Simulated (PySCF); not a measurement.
Excitations are Tamm–Dancoff values on a coarser integration grid. The basis has no diffuse functions, so Rydberg states are missing or too high.

Cartesian coordinates (Å):
SMILES: O[Si](O)(O)O
```xyz
9

O      1.1706    -0.5602     1.0270
Si     0.0189    -0.0119     0.0035
O      0.7994     0.8217    -1.1672
O     -1.0762     1.0155     0.6515
O     -0.8185    -1.3243    -0.4974
H      1.9186     0.0178     1.1968
H      0.2807     1.4432    -1.6839
H     -1.8057     0.6281     1.1415
H     -0.3218    -2.1332    -0.6438
```
Charge 0, spin multiplicity 1.

Question: Give the S1 excitation (TDA), brightest of the four lowest singlets (TDA) and S1 oscillator strength at the level PySCF with PBE-D3(BJ)/def2-TZVP // B3LYP-D3(BJ)/def2-TZVP.

Answer: 
The S1 excitation (TDA) comes out as 6.96 eV. The brightest of the four lowest singlets (TDA) comes out as 7.82 eV and the S1 oscillator strength is 0.005.
